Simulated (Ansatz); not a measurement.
`[Cl][SnH2][Si](Cl)(Cl)Cl` + H₂Se → `Cl[Si](Cl)(Cl)[SeH]` + `[Cl][SnH3]`  (cleavage of the Si–Sn bond)

Calculated with Ansatz (gas phase, PBE0-D4/def2-TZVP geometries, no zero-point term in ΔE). CCSD(T)/CBS adds triple-zeta CCSD(T) − MP2 to the extrapolated MP2 energy (def2 sets, frozen cores). DFT in def2-TZVPP. B3LYP here is the variant with VWN-RPA as its local correlation; programs differ in this. def2 core potentials past Kr. For Se, Sn outer-core shells are correlated without core-valence functions, which leaves a few kJ/mol of doubt a bond. Scalar relativity is left out up to krypton. One conformer a species, not always the lowest.

`[Cl][SnH2][Si](Cl)(Cl)Cl`:

Z-matrix (Å, degrees):
```
Sn
Si 1 2.565
Cl 1 2.333 2 104.3
H 1 1.702 2 113.0 3 -115.2
H 1 1.702 2 113.0 3 115.2
Cl 2 2.045 1 109.6 3 179.9
Cl 2 2.037 1 110.5 3 -60.4
Cl 2 2.037 1 110.5 3 60.2
```

H₂Se:

Cartesian coordinates in Å:
```
Se 0.556 -0.398 0.028
H -0.653 -0.265 0.847
H 0.097 0.663 -0.875
```

`Cl[Si](Cl)(Cl)[SeH]`:

Z-matrix (Å, degrees):
```
Si
Cl 1 2.031
Cl 1 2.034 2 109.4
Cl 1 2.034 2 109.4 3 117.1
Se 1 2.249 2 106.1 3 -121.5
H 5 1.471 1 91.5 2 -179.7
```

`[Cl][SnH3]`:

Cartesian coordinates in Å:
```
Cl -2.132 0.076 -0.263
Sn 0.183 -0.006 0.023
H 0.756 -1.141 -1.106
H 0.442 -0.494 1.631
H 0.751 1.566 -0.284
```

| level | ΔE (kcal/mol) | difference from CCSD(T)/CBS |
| --- | --- | --- |
| BLYP-D4 | -6.3 | 1.7 |
| B3LYP-D4 | -7.1 | 0.9 |
| BLYP | -6.6 | 1.4 |
| PBE0 | -8.2 | -0.2 |
| B3LYP | -7.6 | 0.4 |
| LC-ωPBE | -9.5 | -1.5 |
| HF/def2-SVP | -8.8 | -0.8 |
| HF/def2-TZVPP | -10.0 | -2.0 |
| CCSD(T)/def2-TZVPP | -8.5 | -0.5 |
| HF/CBS(def2) | -9.9 | -1.9 |
| CCSD(T)/CBS | -8.0 | 0 |

Largest T1 diagnostic among the species: 0.012.

Leaving LDA and LC-ωPBE aside and taking each functional with its dispersion term where it has one, the values, not all of them listed here, spread over 3.7 kcal/mol, from B97M-V to BLYP-D4. LDA lies −0.7 kcal/mol from PBE without D4. From PBE to PBE0 (25 % exact exchange), in def2-TZVPP and without D4, ΔE moves by −1.1 kcal/mol.
